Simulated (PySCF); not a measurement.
Job for PySCF: R-B3LYP/6-31G* on CH4Si (SMILES C=[SiH2]), a point of a bond scan (R = 3.402 Å).

```python
from pyscf import gto, scf, dft, mp
from pyscf.data.elements import chemcore

mol = gto.M(
    atom='''
    C    -1.15067768   -0.05472828   -0.00632374
    Si    2.24720896    0.10688126    0.01234992
    H    -1.77056886    0.83033249   -0.06777878
    H    -1.68440972   -0.99465742    0.04879136
    H     3.09898592   -1.09196051    0.09569579
    H     2.98222646    1.38119379   -0.06227546
    ''',
    basis='6-31g*',
    cart=True,
    charge=0, spin=0, verbose=3, max_memory=1800)
mf = dft.RKS(mol, xc='b3lyp')
mf.conv_tol = 1e-8
mf.max_cycle = 100
mf.kernel()
if not mf.converged:
    mf = mf.newton().run(mf.mo_coeff, mf.mo_occ)
```

### Question
Give the final energy of this run.

### Answer
-329.7044 hartree.
